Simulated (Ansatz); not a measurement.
`N#C[SiH2]N[SiH3]`, relaxed with RKS PBE-D4/def2-SVP in Ansatz from a rough embedded geometry. The force threshold is 0.03 eV/Å; the program also tests the step.

The species carries charge 0 and has multiplicity 1.

Start:

```xyz
11

N    -2.306    1.902   -0.922
C    -1.882    1.020   -0.369
Si   -1.076   -0.405    0.519
N     0.606   -0.270    0.925
Si    1.528   -0.138   -0.473
H    -1.743   -0.667    1.813
H    -1.180   -1.724   -0.257
H     0.685    0.627    1.437
H     1.079    1.008   -1.326
H     1.379   -1.412   -1.269
H     2.910    0.059   -0.076
```

Task: How much energy does the relaxation release, and in how many steps? (Estimate.)

Result: The calculation gave: 0.77 eV, in 11 steps.

Task: Which bonds change most? (An estimate is asked.)

Result: The calculation gave: N4–Si5 from 1.679 to 1.764 Å; Si5–H11 from 1.452 to 1.505 Å; N1–C2 from 1.124 to 1.174 Å; Si3–H7 from 1.534 to 1.496 Å.

Task: Give the relaxed structure. (An estimate is asked.)

Result: The calculation gave: 
```xyz
11

N    -2.931    1.697   -0.752
C    -2.267    0.870   -0.248
Si   -1.163   -0.414    0.562
N     0.493    0.105    0.645
Si    1.767   -0.128   -0.553
H    -1.730   -0.617    1.934
H    -1.254   -1.644   -0.287
H     0.701    0.780    1.390
H     1.989    1.079   -1.427
H     1.334   -1.282   -1.411
H     3.062   -0.446    0.144
```
